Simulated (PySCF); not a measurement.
Sn(F)(SiH3) (FH₃SiSn), SMILES [F][Sn][SiH3] (connectivity only; charge and spin as stated), neutral, multiplicity 1.

The structure is a stationary point at B3LYP-D3(BJ)/def2-SVP. The def2 effective core potentials stand for the cores of Sn; spin–orbit coupling is left out.

Level of theory: PySCF with C-PCM-B3LYP/def2-SVP.

The values are the electrostatic part of the solvation free energy, E(continuum) − E(gas) at the gas-phase geometry, in a cavity of scaled van der Waals radii (PySCF's table); cavitation and dispersion terms are not included. A continuum can't describe solvent molecules that bind to the metal. In vacuum the orbital gap is 2.93 eV. The dipole moment in vacuum is 2.77 D.

Computed values in water (ε = 78.36), acetonitrile (ε = 35.69), benzene (ε = 2.27):
```csv
solvent,ε,ΔG(elec) (kcal/mol),dipole (D),gap (eV)
water,78.36,-5.6,3.70,3.16
acetonitrile,35.69,-5.5,3.68,3.16
benzene,2.27,-3.0,3.23,3.05
```
